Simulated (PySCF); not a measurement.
## Eu²⁺: excitation energy

Eu²⁺ [Xe] 4f7 (8S) → Eu²⁺ [Xe] 4f6 6p1 (high-spin determinant), as a difference of total energies. All numbers are calculated (PySCF 2.14, the spin-free X2C one-electron Hamiltonian (Gaussian nucleus), in cc-pVDZ-X2C (8s7p5d3f1g, 84 functions)). Correlated levels: valence: [Kr] 4d10 frozen; valence and next inner shell: [Ar] 3d10 frozen. The calculations carry no spin-orbit coupling.

| method | excitation energy (eV) |
| --- | --- |
| UHF | 8.499 |
| LDA | 10.894 |
| PBE | 10.483 |
| PBE0 | 10.207 |
| r2SCAN | 10.373 |
| MP2 (valence) | 10.128 |
| SCS-MP2 (valence) | 9.283 |
| MP2 (valence and next inner shell) | 10.268 |
| SCS-MP2 (valence and next inner shell) | 9.407 |

**Question.** How much does correlation contribute at MP2 (valence and next inner shell)?

**Answer.** 10.268 − (8.499) = 1.769 eV, measured against UHF.

A first-order spin-orbit estimate (lowest level to lowest level, LS coupling) adds -0.527 eV.

The basis was made for the ground configuration and has no added diffuse functions, so the excitation energy can come out too high.

The determinant of the upper state mixes LS terms, which raises its energy above the lowest term, most at the Hartree-Fock and MP2 levels.
